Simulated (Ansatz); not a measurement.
A geometry relaxed with Ansatz (a program for electronic structure) with PBE-D3(BJ)/def2-TZVP, charge 0, multiplicity 1:

```xyz
10

O     -2.2290     1.2830     0.3040
H     -1.1649    -1.2432     0.6474
H     -1.1860    -0.8719    -1.0743
C     -1.1083     0.8483     0.1966
S      0.4006     1.8516     0.3939
H      2.5044     0.5949     0.0973
C      0.7768    -0.6940    -0.1591
C     -0.7089    -0.5930    -0.1190
H      1.2905    -1.6319    -0.3676
C      1.4246     0.4562     0.0808
```

### Question
Write the SMILES of this molecule.

### Answer
`O=C1CC=CS1`
